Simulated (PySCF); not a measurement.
SbCl3, SMILES [Cl][Sb]([Cl])[Cl]. Geometry: r2SCAN-D4/def2-SVP. The isomer is the one that the SMILES or the coordinates give; other isomers of the formula were not compared. The def2 effective core potentials stand for the cores of Sb; spin–orbit coupling is left out.

**Question.** Give the equilibrium geometry at r2SCAN-D4/def2-SVP (PySCF confirms it by a frequency run) as Cartesian coordinates in Å, and its point group. (The exact figures need the calculation; the answer reports its results.)

**Answer.** point group C3v.
```xyz
4

Sb     0.0000     0.0000     0.5821
Cl     1.7913    -1.0342    -0.5821
Cl    -1.7913    -1.0342    -0.5821
Cl     0.0000     2.0685    -0.5821
```
Charge 0, spin multiplicity 1.
